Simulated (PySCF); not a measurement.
Magnetic shielding above rings: a mixed set.

Definitions: NICS(0) = −σiso at the ring centroid; NICS(1) = −σiso and NICS(1)zz = −σzz at ±1 Å along the ring normal z. Level: GIAO PBE0/pcSseg-1 (PySCF, non-relativistic, gas phase) on the GFN2-xTB geometries, one conformer each. Atom numbers follow the mapped SMILES.

Task: Order these rings by mean NICS(1)zz, lowest (most negative) first (ppm).
A. ring C3–N4–C5–N8–N9 in `[CH2:1]=[CH:2][c:3]1[n:4][c:5]([S:6][SiH3:7])[n:8][nH:9]1`
B. ring C4–C5–C6 in `[CH3:1][C:2]#[C:3][C@@H:4]1[CH:5]=[C:6]1[CH:7]1[CH2:8][CH2:9]1`
C. ring C7–C8–C9–C10 in `[CH3:1][C@H:2]([OH:3])[C:4](=[O:5])[O:6][CH:7]1[CH2:8][CH2:9][CH2:10]1`
D. ring C3–N4–C5–C6–C7 in `[CH:1]#[C:2][c:3]1[n-:4][cH:5][cH:6][c:7]1[CH3:8]` (charge -1)
E. ring P3–C4–C6–C7–C9 in `[CH2:1]=[CH:2][p:3]1[c:4]([SiH3:5])[cH:6][c:7]([F:8])[c:9]1[SiH3:10]`
F. ring C3–C4–C5–C6–C7–C8 in `[CH2:1]=[CH:2][c:3]1[cH:4][cH:5][cH:6][cH:7][c:8]1[NH2:9]`
G. ring C3–C4–C5–C6–C7 in `[CH:1]#[C:2][C@@H:3]1[CH2:4][CH2:5][CH2:6][C@H:7]1[C:8]#[N:9]`

Result: D (-29.2), A (-26.3), F (-23.9), B (-15.5), E (-11.0), G (-3.9), C (3.1).

| SMILES | ring | NICS(0) | NICS(1) | NICS(1)zz | HOMA | rms pucker (Å) | ring atoms with four or more neighbours |
| --- | --- | --- | --- | --- | --- | --- | --- |
| C#Cc1[n-]ccc1C | 5-membered ring with N; formal bonds all aromatic | -12.5 | -11.6 | -29.2 | 0.96 | 0.00 | 0 |
| C=Cc1nc(S[SiH3])n[nH]1 | 5-membered ring with 3 N; formal bonds all aromatic | -11.4 | -10.5 | -26.3 | 0.95 | 0.00 | 0 |
| C=Cc1ccccc1N | 6-membered carbocycle; formal bonds all aromatic | -7.9 | -9.9 | -23.9 | 0.98 | 0.00 | 0 |
| CC#C[C@@H]1C=C1C1CC1 | 3-membered carbocycle; formal bonds 1 double, 2 single | -33.0 | -7.8 | -15.5 | – | 0.00 | 1 |
| C=Cp1c([SiH3])cc(F)c1[SiH3] | 5-membered ring with P; bonds drawn aromatic by RDKit's count | -6.3 | -6.4 | -11.0 | 0.11 | 0.05 | 0 |
| C#C[C@@H]1CCC[C@H]1C#N | 5-membered carbocycle; formal bonds all single | -6.0 | -4.2 | -3.9 | – | 0.18 | 5 |
| C[C@H](O)C(=O)OC1CCC1 | 4-membered carbocycle; formal bonds all single | -0.3 | -0.7 | 3.1 | – | 0.08 | 4 |

NICS(0) gives another order. The isotropic NICS(1) gives the same order. Over the 4 rings with a HOMA value its correlation coefficient with NICS(1)zz is -0.96. HOMA uses Krygowski's 1993 parameters; it is left out where a ring has a four-coordinate atom, a triple bond, no multiple bond or a kind of bond without parameters. NICS(1) and NICS(1)zz are means over the two faces.
